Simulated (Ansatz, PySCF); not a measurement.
Species: sum formula GeOCl, charge -1, multiplicity 1. 
Coordinates optimised at B3LYP-D3(BJ)/def2-TZVP (Ansatz, a quantum-chemistry and plane-wave program):
```xyz
3

Ge     0.4503     0.4439    -0.3239
O     -0.8502     1.2959    -0.9344
Cl    -0.4475    -1.4455     1.0493
```
Charge -1, spin multiplicity 1.

Total electronic energies in hartree. Cores are frozen in the correlated levels unless marked. No spin-orbit coupling. Frozen are the shells of the preceding noble gas and the d and f shells that filled before the atom's block. No relativistic terms. Basis-set limits of correlation are two-point, X^-3; Hartree-Fock from the larger set.

```csv
level,program,energy (Eh)
HF/STO-3G,Ansatz,-2580.07372
HF/def2-SVPD,Ansatz,-2609.35889
HF/def2-TZVPPD,Ansatz,-2609.86157
RI-HF/def2-TZVPP,Ansatz,-2609.85486
revPBE-D3(BJ)/def2-TZVPD,Ansatz + dftd3,-2612.34193
BP86-D3(BJ)/def2-TZVPD,PySCF + dftd3,-2612.92452
CAM-B3LYP-D4/def2-TZVPD,Ansatz + dftd4,-2612.71411
LC-wPBE-D3(BJ)/def2-TZVPD,Ansatz + dftd3,-2612.13962
RPA@PBE/def2-QZVPP,Ansatz,-2610.79805
MP2/def2-SVP,Ansatz,-2609.73789
MP2/def2-TZVPP,Ansatz,-2610.40167
CCSD/def2-QZVPP,Ansatz,-2610.51834
CCSD(T)/STO-3G,Ansatz,-2580.21357
CCSD(T)/6-31G*,Ansatz,-2609.93392
"CCSD(T)/CBS(def2-TZVPPD,def2-QZVPPD)",Ansatz,-2610.5851
```

Totals of different functionals don't rank their quality; only differences between species are comparable.
